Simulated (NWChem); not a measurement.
Molecule: C$_{3}$H$_{2}$BFO; SMILES C#CB(F)C=O

```xyz
8

C      0.9961    -2.3273     0.2169
C      0.3222    -1.3389     0.0081
B     -0.4782    -0.0813    -0.2522
F     -1.8028    -0.1283    -0.3710
C      0.2096     1.3641    -0.3988
O      1.4130     1.5363    -0.3087
H      1.5882    -3.1970     0.4005
H     -0.4629     2.2359    -0.5914
```
Atoms are numbered in this order, from 1.

Computed with NWChem. The geometry was optimised at B3LYP/6-31G* (spherical d). GIAO values for the isolated, static molecule; σ is the absolute isotropic shielding, δ = σ(reference) − σ with the isolated reference molecule computed at the same levels (11B: boron trifluoride, 13C: tetramethylsilane, 19F: trichlorofluoromethane, 1H: tetramethylsilane, 17O: water).

For level LDA (Slater exchange, VWN5)/pcSseg-1:

| Quantity | Result |
|---|---|
| δ C1 (ppm) | 121.0 |
| δ B3 (ppm) | 4.7 |
| δ F4 (ppm) | -55.0 |
| δ C5 (ppm) | 255.8 |
| δ O6 (ppm) | 1110.0 |
| δ H7 (ppm) | 3.06 |
| δ H8 (ppm) | 12.10 |

### Question
How do the values read with level BHandHLYP/pcSseg-1 instead?

### Answer
The δ C1 (ppm) comes out as 115.3, the δ B3 (ppm) is 10.6 and the δ F4 (ppm) is -46.4. The δ C5 (ppm) is 235.6, the δ O6 (ppm) is 1030.2 and the δ H7 (ppm) is 3.23. The δ H8 (ppm) is 10.92.
